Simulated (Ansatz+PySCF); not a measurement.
Values are calculated unless marked as measured or tabulated.
## PySCF 2.14.0 run

```python
from pyscf import gto, scf, mp

mol = gto.M(atom="""
Cu 0.000000 0.000000 -0.073810
H 0.000000 0.000000 2.140380
""", basis='cc-pvdz', charge=0, spin=0)
mf = scf.UHF(mol)
mf.kernel()
pt = mp.MP2(mf, frozen=5).run()
print(mf.e_tot, pt.e_corr, pt.e_tot)
```

The script is written out from the run's settings.

Results

```
Converged          : yes
Reference energy   : -1639.47581 hartree
Correlation energy : -0.67429 hartree
Total energy       : -1640.15010 hartree
```

The reference isn't the lowest determinant (another lies 0.11 eV lower), but the same method gives a higher total on the lower determinant. Caution: bonds are stretched, where a single reference can fail.
